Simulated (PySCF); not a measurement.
# Does the structure fit the spectrum?

A compound C$_{7}$H$_{13}$B gives the data below (simulated from a calculation) and was assigned the structure `C=C1CC[C@H]1B(C)C`.

¹³C{¹H} NMR (computed): δ 159.3 (C), 153.3 (CH), 126.3 (CH2), 122.4 (CH2), 39.0 (CH2), 14.0 (CH3, 2C).

¹H NMR (400 MHz, computed): δ 6.56 (m, 1H), 5.23 (m, 1H), 5.14 (m, 1H), 5.13 (m, 1H), 4.72 (m, 1H), 2.07 (s, 2H), 0.80 (s, 6H).

PySCF 2.14 calculation with geometry: PBE0-D3(BJ)/def2-SVP and shieldings: GIAO CAM-B3LYP/pcSseg-1; non-relativistic Hamiltonian, equivalent nuclei averaged, single conformer, isolated molecule.

δ = σ(ref) − σ, references computed at the same level: ¹H, ¹³C against TMS.

**Question.** Compare with the shifts computed for the proposed structure, pairing carbons in order of shift.

**Answer.** Numbering as in the mapped SMILES `[CH2:1]=[C:2]1[CH2:3][CH2:4][C@H:5]1[B:6]([CH3:7])[CH3:8]` (H(Xn): hydrogen on atom n).

```tsv
atom	computed for proposal	given list	difference
C2	159.3	159.3	+0.0
C1	118.8	153.3	-34.5
C5	50.1	126.3	-76.2
C3	31.6	122.4	-90.8
C4	19.1	39.0	-19.9
C7	11.5	14.0	-2.5
C8	11.5	14.0	-2.5
```

The rms difference is 47.3 ppm and the largest -90.8 ppm at C3 (allylic sp3 CH2). The carbon types in order of shift don't match either: C, CH2, CH, CH2, CH2, CH3, CH3 for the proposal against C, CH, CH2, CH2, CH2, CH3, CH3 in the data. The proposal doesn't fit.

**Question.** Which isomer fits?

**Answer.** `C=CC(=C)CB(C)C`.

1. δC 159.3: fully substituted alkene carbon; the olefinic region.
2. δC 153.3: alkene CH; an sp2 carbon of a C=C bond.
3. δC 126.3, 122.4: terminal =CH2 carbon; the olefinic region.
4. δH 6.56: hydrogen on an alkene CH; a vinylic proton, deshielded by the sp2 carbon and the C=C anisotropy.

The shifts were computed for this structure.

A carbon bonded to boron is broadened by the quadrupolar boron nucleus and is often missing from a measured spectrum. Shifts are as computed, not scaled to solution data. Of 1211 compounds with measured shifts, 218 miss one by over three times the rms of a fit or turn the order of signals round; such compounds aren't used in these exercises. No couplings were computed; multiplicities are counted from neighbouring protons, with m where these are inequivalent, close in shift, in a saturated or five-membered ring or joined by F or P, and br s for small geminal =CH2 splittings.
